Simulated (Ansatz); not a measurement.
AlF$_{6}$P, SMILES `[F][Al-]([F])([F])[P+](F)(F)F`, relaxed with RKS PBE0-D4/def2-TZVP in Ansatz 0.2.0 from a GFN2-xTB geometry. The force threshold is 0.005 eV/Å; the program also tests the step.

Charge 0, multiplicity 1.

Start:

```xyz
8

F    -1.907   -0.137    1.249
Al   -0.284   -0.277    1.395
F     0.577    0.970    2.010
F     0.397   -1.764    1.341
P     0.187    0.202   -0.913
F    -0.254    1.537   -1.608
F     1.661    0.219   -1.449
F    -0.377   -0.751   -2.024
```

| step | energy (eV) | largest force (eV/Å) | largest move (Å) |
| --- | --- | --- | --- |
| 1 | -32182.3231 | 3.294 | 0.000 |
| 2 | -32182.4852 | 1.802 | 0.094 |
| 3 | -32182.5284 | 0.422 | 0.072 |
| 4 | -32182.5435 | 0.159 | 0.041 |
| 5 | -32182.5465 | 0.070 | 0.024 |
| 6 | -32182.5468 | 0.011 | 0.009 |
| 7 | -32182.5468 | 0.001 | 0.003 |

End:

```xyz
8

F    -1.921   -0.155    1.294
Al   -0.285   -0.284    1.406
F     0.567    0.978    2.028
F     0.390   -1.784    1.432
P     0.209    0.209   -1.032
F    -0.257    1.570   -1.585
F     1.689    0.215   -1.463
F    -0.392   -0.749   -2.080
```

Hardware: 4 threads of an AMD EPYC 9R45 on a shared host. Wall time 15 s, peak host memory 0.85 GiB.
